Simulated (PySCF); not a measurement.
**C₆ coefficients of unlike pairs at PBE**

Calculated with PySCF 2.14 from the dipole response of each species, C₆(A,B) = (3/π) ∫ α_A(iu) α_B(iu) du, in atomic units, from isotropic polarisabilities. For ions this is the dispersion term alone; charge-induced terms of lower order in 1/R come first.

```csv
species,configuration,basis,relativity,α (bohr³),C₆ (like pair)
Mg,[Ne] 3s2 (1S),aug-cc-pVQZ (7s6p4d3f2g),none,73.91,656.8
Sr,[Kr] 5s2 (1S),aug-cc-pVQZ-X2C (9s8p6d3f2g),spin-free X2C,194.6,3110
In,[Kr] 4d10 5s2 5p1 (2P),"aug-cc-pwCVTZ-DK3 with one added diffuse shell each of s, p, d, f type (11s10p8d5f1g)",spin-free X2C,80.22,822.6
P+,[Ne] 3s2 3p2 (3P),aug-cc-pCVTZ-DK (8s7p5d3f),spin-free X2C,14.42,74.41
```

Problem. Estimate C₆ for P+ with In.

Solution. The integral gives 229.6. The combination rule 2 C_A C_B / (C_A α_B/α_A + C_B α_A/α_B) gives 217.9 and the geometric mean 247.4.

No spin-orbit coupling is included.

The other pairs:

| pair | C₆ |
| --- | --- |
| P+, Sr | 389.1 |
| P+, Mg | 192.7 |
| Sr, Mg | 1408 |
| In, Sr | 1548 |
| In, Mg | 726.6 |
